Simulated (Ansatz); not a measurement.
NbS₃⁻ (the lowest singlet isomer of a short search) was relaxed with PBE-D4 (def2-SVPD) in Ansatz in these states: charge -1 quintet, charge -1 singlet, charge -1 triplet. The geometries follow in no particular order.

In the def2 sets Nb takes a core potential; there is no spin–orbit coupling.

A:

Cartesian coordinates in Å:
```
Nb 0.144 -0.064 -0.135
S -1.594 -1.202 -1.029
S 0.324 2.149 -0.566
S 1.127 -0.883 1.730
```

B:

```
atom   x (Å)   y (Å)   z (Å)
 Nb1  -0.065   0.538  -0.663
  S2  -1.149  -1.050  -1.778
  S3  -0.526   0.697   1.690
  S4   1.740  -0.185   0.750
```

C:

```xyz
4

Nb   -0.3791   -0.0708    0.2876
S    -0.8349    1.7246   -0.9441
S    -0.1654   -1.9034   -0.9551
S     1.3794    0.2497    1.6117
```

**Question.** Judge from the bond lengths which geometry belongs to which state (an estimate).

**Answer.** A is the charge -1 triplet (Nb1–S4 2.262 Å, Nb1–S3 2.262 Å, Nb1–S2 2.262 Å); B is the charge -1 quintet (Nb1–S4 2.403 Å, Nb1–S3 2.403 Å, Nb1–S2 2.223 Å); C is the charge -1 singlet (Nb1–S4 2.225 Å, Nb1–S3 2.225 Å, Nb1–S2 2.225 Å).

At PBE-D4/def2-SVPD the highest occupied level of the charge -1 quintet lies above zero (up to 0.21 eV). It is a level of α spin, whose loss leaves a quartet; that state wasn't run at this geometry and level. The electron is either unbound and held by the finite basis, or the level is raised by self-interaction error. At PBE0-D4/def2-TZVPD a singlet lies 0.87 eV below the charge -1 triplet. At PBE0-D4/def2-TZVPD a singlet lies 3.42 eV below the charge -1 quintet. These are the stationary points nearest to one start from a short search; other shapes may lie lower in each state.
